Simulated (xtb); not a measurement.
H2MoO4 (SMILES [O]=[Mo](=[O])([OH])[OH]), singlet, from a rough starting geometry (GFN-xTB shapes and energies of metal compounds can be far from the true ones); GFN2-xTB in xtb 6.7.1.

xtb was given this input:
```
$ xtb mol.xyz --gfn 2 --opt vtight --json

# file mol.xyz
7

Mo     0.42257384    -0.01780616     0.03845367
O      1.46652501     0.83043941    -1.00126530
O      1.19607036    -0.75918033     1.27879686
O     -0.45175378    -1.18330742    -0.89363895
H     -0.74708265    -1.89147713    -1.44160878
O     -0.72136617     1.21970664     0.73106151
H     -1.14321372     1.86967569     1.19252557
```

Q: What does xtb print? Leave out banner, timings and long lists.

A: 
```
   ID    Z sym.   atoms
    1   42 Mo     1
    2    8 O      2-4, 6
    3    1 H      5, 7

           -------------------------------------------------
          |                Calculation Setup                |
           -------------------------------------------------

           -------------------------------------------------
          |                 G F N 2 - x T B                 |
           -------------------------------------------------

          ...................................................
          :                      SETUP                      :
          :.................................................:
          :  # basis functions                  28          :
          :  # atomic orbitals                  27          :
          :  # shells                           13          :
          :  # electrons                        32          :
          :  max. iterations                   250          :
          :  Hamiltonian                  GFN2-xTB          :
          :  restarted?                      false          :
          :  GBSA solvation                  false          :
          :  PC potential                    false          :
          :  electronic temp.          300.0000000     K    :
          :  accuracy                    1.0000000          :
          :  -> integral cutoff          0.2500000E+02      :
          :  -> integral neglect         0.1000000E-07      :
          :  -> SCF convergence          0.1000000E-05 Eh   :
          :  -> wf. convergence          0.1000000E-03 e    :
          :  Broyden damping             0.4000000          :
          :  net charge                          0          :
          :  unpaired electrons                  0          :
          ...................................................

 iter      E             dE          RMSdq      gap      omega  full diag
   1    -19.1272038 -0.191272E+02  0.905E+00    4.46       0.0  T
   2    -19.2228764 -0.956725E-01  0.891E+00    6.18       1.0  T
   3    -19.5147002 -0.291824E+00  0.434E+00    4.62       1.0  T
   4    -19.5161784 -0.147820E-02  0.358E+00    4.61       1.0  T
   5    -19.5218323 -0.565394E-02  0.124E+00    4.46       1.0  T
   6    -19.5219177 -0.853986E-04  0.404E-01    4.45       1.0  T
   7    -19.5220567 -0.138970E-03  0.232E-01    4.46       1.0  T
   8    -19.5221577 -0.100990E-03  0.678E-02    4.48       1.0  T
   9    -19.5221565  0.112841E-05  0.311E-02    4.49       1.2  T
  10    -19.5221599 -0.339990E-05  0.115E-02    4.49       3.3  T
  11    -19.5221597  0.246321E-06  0.958E-03    4.49       3.9  T
  12    -19.5221600 -0.329359E-06  0.290E-03    4.49      13.1  T
  13    -19.5221600  0.179248E-08  0.201E-03    4.49      18.8  T
  14    -19.5221600 -0.112331E-07  0.332E-04    4.49     113.9  T
  15    -19.5221600 -0.523457E-09  0.102E-04    4.49     369.2  T

   *** convergence criteria satisfied after 15 iterations ***

         :::::::::::::::::::::::::::::::::::::::::::::::::::::
         ::                     SUMMARY                     ::
         :::::::::::::::::::::::::::::::::::::::::::::::::::::
         :: total energy             -19.414223019938 Eh    ::
         :: gradient norm              0.122395613259 Eh/a0 ::
         :: HOMO-LUMO gap              4.487569019826 eV    ::
         ::.................................................::
         :: SCC energy               -19.522157653423 Eh    ::
         :: -> isotropic ES            0.169678516820 Eh    ::
         :: -> anisotropic ES          0.008051960242 Eh    ::
         :: -> anisotropic XC          0.002225777609 Eh    ::
         :: -> dispersion             -0.004206930197 Eh    ::
         :: repulsion energy           0.107934633485 Eh    ::
         :: add. restraining           0.000000000000 Eh    ::
         :: total charge              -0.000000000000 e     ::
         :::::::::::::::::::::::::::::::::::::::::::::::::::::

      -----------------------------------------------------------
     |                   =====================                   |
     |                        A N C O P T                        |
     |                   =====================                   |
     |               Approximate Normal Coordinate               |
     |                Rational Function Optimizer                |
      -----------------------------------------------------------
      -----------------------------------------------------------
     |                   =====================                   |
     |                        A N C O P T                        |
     |                   =====================                   |
     |               Approximate Normal Coordinate               |
     |                Rational Function Optimizer                |
      -----------------------------------------------------------

          ...................................................
          :                      SETUP                      :
          :.................................................:
          :   optimization level         verytight          :
          :   max. optcycles                   200          :
          :   ANC micro-cycles                  20          :
          :   degrees of freedom                15          :
          :.................................................:
          :   RF solver                   davidson          :
          :   write xtbopt.log                true          :
          :   linear?                        false          :
          :   energy convergence         0.1000000E-06 Eh   :
          :   grad. convergence          0.2000000E-03 Eh/α :
          :   maxmium RF displ.          1.0000000          :
          :   Hlow (freq-cutoff)         0.1000000E-01      :
          :   Hmax (freq-cutoff)         5.0000000          :
          :   S6 in model hess.         20.0000000          :
[...]
 * total energy  :   -19.4142230 Eh     change       -0.3729639E-10 Eh
 * total energy  :   -19.4210877 Eh     change       -0.6864719E-02 Eh
 * total energy  :   -19.4221931 Eh     change       -0.1105348E-02 Eh
 * total energy  :   -19.4222597 Eh     change       -0.6661716E-04 Eh
 * total energy  :   -19.4222755 Eh     change       -0.1576334E-04 Eh
 * total energy  :   -19.4222770 Eh     change       -0.1528359E-05 Eh
 * total energy  :   -19.4222779 Eh     change       -0.9219969E-06 Eh
 * total energy  :   -19.4222785 Eh     change       -0.6107917E-06 Eh
 * total energy  :   -19.4222793 Eh     change       -0.7232619E-06 Eh
 * total energy  :   -19.4222794 Eh     change       -0.1762887E-06 Eh
 * total energy  :   -19.4222795 Eh     change       -0.2757396E-07 Eh
   *** GEOMETRY OPTIMIZATION CONVERGED AFTER 11 ITERATIONS ***
[...]
   2    -19.5238334  0.866507E-11  0.215E-04    4.85     175.4  T
   3    -19.5238334 -0.356621E-10  0.479E-05    4.85     789.1  T

   *** convergence criteria satisfied after 3 iterations ***

         :::::::::::::::::::::::::::::::::::::::::::::::::::::
         ::                     SUMMARY                     ::
         :::::::::::::::::::::::::::::::::::::::::::::::::::::
         :: total energy             -19.422279455985 Eh    ::
         :: gradient norm              0.000022417775 Eh/a0 ::
         :: HOMO-LUMO gap              4.850834144566 eV    ::
         ::.................................................::
         :: SCC energy               -19.523831101468 Eh    ::
         :: -> isotropic ES            0.170515626347 Eh    ::
         :: -> anisotropic ES          0.007931073995 Eh    ::
         :: -> anisotropic XC          0.002567604367 Eh    ::
         :: -> dispersion             -0.004217446824 Eh    ::
         :: repulsion energy           0.101551645483 Eh    ::
         :: add. restraining           0.000000000000 Eh    ::
         :: total charge              -0.000000000000 e     ::
         :::::::::::::::::::::::::::::::::::::::::::::::::::::

           -------------------------------------------------
          |                Property Printout                |
           -------------------------------------------------

    * Orbital Energies and Occupations

         #    Occupation            Energy/Eh            Energy/eV
      -------------------------------------------------------------
         1        2.0000           -0.7549585             -20.5435
       ...           ...                  ...                  ...
         4        2.0000           -0.6463963             -17.5893
         5        2.0000           -0.6172359             -16.7958
         6        2.0000           -0.6039094             -16.4332
         7        2.0000           -0.5481209             -14.9151
         8        2.0000           -0.5378261             -14.6350
         9        2.0000           -0.5316122             -14.4659
        10        2.0000           -0.5208563             -14.1732
        11        2.0000           -0.4776764             -12.9982
        12        2.0000           -0.4572025             -12.4411
        13        2.0000           -0.4492055             -12.2235
        14        2.0000           -0.4455081             -12.1229
        15        2.0000           -0.4379910             -11.9183
        16        2.0000           -0.4221024             -11.4860 (HOMO)
        17                         -0.2438376              -6.6352 (LUMO)
        18                         -0.2188464              -5.9551
        19                         -0.1694015              -4.6096
        20                         -0.1454752              -3.9586
        21                         -0.1426618              -3.8820
        22                         -0.0787968              -2.1442
        23                         -0.0174997              -0.4762
        24                          0.1372508               3.7348
        25                          0.2816684               7.6646
        26                          0.3533974               9.6164
        27                          0.4805510              13.0765
      -------------------------------------------------------------
                  HL-Gap            0.1782649 Eh            4.8508 eV
             Fermi-level           -0.3329700 Eh           -9.0606 eV

     #   Z          covCN         q      C6AA      α(0)
     1  42 Mo       3.217     1.190   331.760    43.823
     2   8 O        0.804    -0.503    23.874     6.550
     3   8 O        0.804    -0.503    23.874     6.550
     4   8 O        1.609    -0.460    22.076     6.341
     5   1 H        0.806     0.368     0.548     1.163
     6   8 O        1.609    -0.460    22.076     6.341
     7   1 H        0.806     0.368     0.548     1.163

 Mol. C6AA /au·bohr⁶  :       1436.765308
 Mol. C8AA /au·bohr⁸  :      78718.067314
 Mol. α(0) /au        :         71.930512

Wiberg/Mayer (AO) data.
largest (>0.10) Wiberg bond orders for each atom

 ---------------------------------------------------------------------------
     #   Z sym  total        # sym  WBO       # sym  WBO       # sym  WBO
 ---------------------------------------------------------------------------
     1  42 Mo   6.825 --     2 O    2.072     3 O    2.072     4 O    1.297
                             6 O    1.297
     2   8 O    2.345 --     1 Mo   2.072     3 O    0.111
     3   8 O    2.345 --     1 Mo   2.072     2 O    0.111
     4   8 O    2.331 --     1 Mo   1.297     5 H    0.814
     5   1 H    0.865 --     4 O    0.814
     6   8 O    2.331 --     1 Mo   1.297     7 H    0.814
     7   1 H    0.865 --     6 O    0.814
 ---------------------------------------------------------------------------

Topologies differ in total number of bonds
Writing topology from bond orders to xtbtopo.mol

molecular dipole:
                 x           y           z       tot (Debye)
 q only:       -1.931      -0.035      -0.238
   full:       -2.724      -0.049      -0.335       6.978
molecular quadrupole (traceless):
                xx          xy          yy          xz          yz          zz
 q only:       -5.005      -1.461       6.153      -0.586       9.776      -1.148
  q+dip:       -6.563      -1.706       7.457      -0.806      11.159      -0.894
   full:       -6.682      -1.802       7.783      -0.808      11.878      -1.101

optimized geometry written to: xtbopt.xyz

           -------------------------------------------------
          | TOTAL ENERGY              -19.422279455985 Eh   |
          | GRADIENT NORM               0.000022417775 Eh/α |
          | HOMO-LUMO GAP               4.850834144566 eV   |
           -------------------------------------------------

normal termination of xtb
```
